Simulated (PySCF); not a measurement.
C2H7AlClN, SMILES C[CH2][Al]([NH2])[Cl].

Geometry: PBE0-D3(BJ)/def2-SVP. The structure was generated by enumeration; whether it is a known compound was not checked. Other conformers were not sampled.

These are PBE0-D3(BJ)/def2-SVP in PySCF values and carry that method's errors.

Frequencies are harmonic and unscaled.

Computed harmonic wavenumbers and intensities:
| mode | ν (cm⁻¹) | IR (km/mol) | moving atoms (share of kinetic energy) |
|---|---|---|---|
| 1 | 28 | 0.2 | H 44 %, C 37 %, N 12 % |
| 2 | 95 | 1.9 | C 35 %, Cl 30 %, H 21 %, Al 9 % |
| 3 | 150 | 3.6 | H 52 %, Al 27 %, N 11 % |
| 4 | 174 | 4.8 | N 35 %, H 26 %, Cl 19 %, Al 12 %, C 8 % |
| 5 | 247 | 4.8 | H 64 %, Al 16 %, C 14 % |
| 6 | 297 | 16.4 | C 37 %, Al 35 %, H 17 %, N 9 % |
| 7 | 371 | 9.0 | H 97 % |
| 8 | 436 | 174.9 | H 81 %, N 18 % |
| 9 | 460 | 20.2 | Cl 43 %, C 20 %, Al 17 %, N 10 %, H 10 % |
| 10 | 589 | 2.8 | H 51 %, C 21 %, Al 14 %, N 11 % |
| 11 | 606 | 24.4 | H 71 %, C 21 % |
| 12 | 709 | 208.9 | H 42 %, Al 33 %, C 12 %, N 10 % |
| 13 | 855 | 107.5 | N 45 %, Al 43 %, H 12 % |
| 14 | 931 | 6.4 | H 90 %, C 8 % |
| 15 | 961 | 9.6 | H 86 %, C 13 % |
| 16 | 1050 | 19.6 | C 74 %, H 26 % |
| 17 | 1223 | 3.2 | H 59 %, C 40 % |
| 18 | 1242 | 2.8 | H 77 %, C 23 % |
| 19 | 1394 | 3.2 | H 83 %, C 17 % |
| 20 | 1423 | 3.6 | H 90 %, C 10 % |
| 21 | 1472 | 5.0 | H 96 % |
| 22 | 1480 | 7.8 | H 97 % |
| 23 | 1524 | 56.1 | H 89 %, N 11 % |
| 24 | 3037 | 18.6 | H 95 % |
| 25 | 3045 | 31.4 | H 97 % |
| 26 | 3090 | 6.7 | H 91 %, C 9 % |
| 27 | 3128 | 22.9 | H 91 %, C 9 % |
| 28 | 3142 | 18.0 | H 91 %, C 9 % |
| 29 | 3618 | 35.1 | H 96 % |
| 30 | 3712 | 33.5 | H 91 %, N 9 % |
